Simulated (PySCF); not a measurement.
Computed properties of C₂H₄O₃, SMILES O(C)C(O)=O

C2H4O3, SMILES COC(=O)O. The structure is a stationary point at B3LYP-D3(BJ)/def2-SVP. One conformer was computed; it need not be the lowest. All values are computed for the isolated molecule unless a solvent is named; none is compared with measurement here.

**Structure.** The optimised structure has Cs symmetry. All 21 harmonic modes at B3LYP-D3(BJ)/def2-SVP (PySCF) are real, so it is a minimum. With heavy atoms numbered as in [CH3:1][O:2][C:3](=[O:4])[OH:5], the shortest bond between them is C3–O4 at 1.206 Å and the longest C1–O2 at 1.426 Å.

**Vibrations.** The strongest infrared lines (harmonic, unscaled, degenerate partners summed) lie at 1867 cm⁻¹ (392 km/mol, C 65 %, O 32 %), 1227 cm⁻¹ (349 km/mol, H 52 %, O 35 %, C 14 %), 1416 cm⁻¹ (191 km/mol, H 54 %, C 40 %). The softest mode is at 114 cm⁻¹ and the zero-point energy is 42.5 kcal/mol.

**Electronic structure.** CAM-B3LYP/def2-TZVP (PySCF) places the frontier levels at -10.10 and 1.70 eV, a gap of 11.80 eV, and gives a dipole moment of 0.62 D and a mean polarisability of 34.8 bohr³. PBE/def2-TZVP (PySCF) at the same geometry gives -6.78 and -0.14 eV, so its gap is 5.16 eV narrower. An orbital gap is neither the optical nor the fundamental gap.

**Excitations.** TDA-ωB97X/def2-SVPD (PySCF) has S1 at 7.16 eV (173 nm, f = 0.000, dark); the most intense of the 10 singlets computed lies at 9.66 eV (f = 0.17). T1 (TDA) is at 6.74 eV, 0.42 eV under S1. TDA-PBE/def2-SVPD (PySCF) puts S1 at 6.56 eV. No vertical singlet excitation falls in the visible range (under 3.1 eV).

**NMR.** GIAO shifts at HF/pcSseg-1 (PySCF) (non-relativistic, atoms alike by connectivity averaged): ¹³C from 53.7 to 164.7 ppm against TMS; ¹H from 4.0 to 5.8 ppm against TMS.

**Solvation.** SMD-B3LYP/def2-SVP (PySCF) gives -5.7 kcal/mol in water, -5.0 kcal/mol in cyclohexanone, -5.8 kcal/mol in methanol (1 M in both phases, gas-phase geometry); of these solvents methanol holds the molecule best.
